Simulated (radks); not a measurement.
The caesium ion Cs+ inside a hard spherical wall (all orbitals vanish at R), configuration held at [Xe] and not refilled when levels cross. All-electron calculation, scalar-relativistic Kohn-Sham, PBE, spin-unpolarised, spherical densities, finite nucleus; Fermi nuclear charge, rms radius 4.8041 fm. Program: a radial shooting solver on a logarithmic mesh with Libxc functionals. Eigenvalues in eV, with the zero of energy where the potential of the charges vanishes at infinity; a dash marks a level that is unbound or too diffuse for the functional's potential to be trusted. A positive occupied level is held by the wall or, in an anion where self-interaction has pushed it up, behind a barrier. The pressure on the wall is -dE/dV.

| R (bohr) | E (hartree) | kinetic (hartree) | e(4p) | e(4d) | e(5s) | e(5p) | e(6s, empty) | e(5d, empty) | pressure (GPa) |
|---|---|---|---|---|---|---|---|---|---|
| free | -7786.4924 | 8203.316 | -166.06 | -79.489 | -31.936 | -18.671 | - | -4.397 | 0 |
| 15 | -7786.4924 | 8203.316 | -166.06 | -79.489 | -31.936 | -18.671 | - | -4.396 | < 0.0001 |
| 10 | -7786.4924 | 8203.316 | -166.06 | -79.489 | -31.936 | -18.671 | -5.571 | -4.365 | < 0.0001 |
| 7 | -7786.4918 | 8203.323 | -166.03 | -79.462 | -31.913 | -18.648 | -4.594 | -3.980 | 0.0537 |
| 6 | -7786.4881 | 8203.363 | -165.89 | -79.328 | -31.807 | -18.540 | -3.029 | -3.383 | 0.563 |
| 5 | -7786.4605 | 8203.600 | -165.23 | -78.674 | -31.303 | -17.998 | 1.115 | -1.779 | 5.94 |
| 4 | -7786.2608 | 8204.921 | -162.39 | -75.895 | -29.162 | -15.525 | 13.286 | 3.123 | 67.1 |
| 3.5 | -7785.8656 | 8207.099 | -158.70 | -72.318 | -26.222 | -11.963 | 27.595 | 9.085 | 240 |
| 2.5 | -7781.5436 | 8225.511 | -138.95 | -53.392 | -5.172 | 13.922 | 112.53 | 46.470 | 4030 |
| 2 | -7770.9017 | 8264.688 | -113.10 | -28.238 | 36.066 | 62.725 | 244.97 | 108.36 | 22300 |
